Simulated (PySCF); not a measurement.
**How the method changes the constants of SbH**

State: ³Σ⁻ (triplet), unpaired electrons π ↑↑. Set-up: Sb def2-SVP with ECP28, H def2-SVP; scalar-relativistic core potentials (PySCF 2.14). De refers to Sb + H in their high-spin ground configurations, without counterpoise correction. The functionals are run spin-unrestricted. A positive dipole means Sb(−)H(+).

| Level | Re (Å) | ωe (cm⁻¹) | De (eV) | μ (D) |
| --- | --- | --- | --- | --- |
| UHF | 1.708 | 2026 | 1.56 | -0.05 |
| UHF-MP2 | 1.710 | 1980 | 2.09 | n/a |
| UHF-SCS-MP2 | 1.714 | 1967 | 2.18 | n/a |
| UHF-CCSD | 1.722 | 1912 | 2.25 | n/a |
| UHF-CCSD(T) | 1.724 | 1898 | 2.28 | n/a |
| PBE | 1.744 | 1850 | 2.60 | -0.19 |
| r²SCAN | 1.725 | 1918 | 2.60 | -0.10 |
| TPSSh | 1.727 | 1922 | 2.72 | -0.18 |
| PBE0 | 1.725 | 1931 | 2.53 | -0.12 |
| r²SCAN0 | 1.715 | 1968 | 2.55 | -0.07 |
| M06-2X | 1.723 | 1947 | 2.34 | -0.10 |
| CAM-B3LYP | 1.720 | 1949 | 2.68 | -0.13 |

Problem. Which functional lies closest to UHF-CCSD(T) in De, which farthest, and by how much do they differ from it?

Solution. Closest is M06-2X (-0.1 pm in Re, +2.6 % in ωe, +0.06 eV in De against UHF-CCSD(T) in the same basis), farthest TPSSh (+0.3 pm in Re, +1.3 % in ωe, +0.44 eV in De). CCSD(T) converges more slowly with the basis than the functionals do and binds too weakly in this one, so the order can change at the basis-set limit.

Problem. What does a quarter of exact exchange do here, going from PBE to PBE0?

Solution. PBE0 less PBE: -1.9 pm in Re, +4.4 % in ωe, -0.07 eV in De. Exact exchange removes part of the self-interaction that spreads semilocal densities, and in most molecules shortens and stiffens the bond and lowers De; so it does here.

Problem. What does the step from GGA to meta-GGA do here, going from PBE to r²SCAN?

Solution. r²SCAN less PBE: -1.9 pm in Re, +3.7 % in ωe, +0.00 eV in De. 

Correlated steps freeze 4 core orbitals. Correlated levels converge slowly with the basis: in double zeta they bind strong bonds too weakly, by up to about 1 eV, and carry superposition errors of some tenths. These are scalar-relativistic numbers at best; spin–orbit coupling would shift them, the dissociation energy most. The state is the lowest determinant that a PBE0 search found; another state may lie lower at other levels.
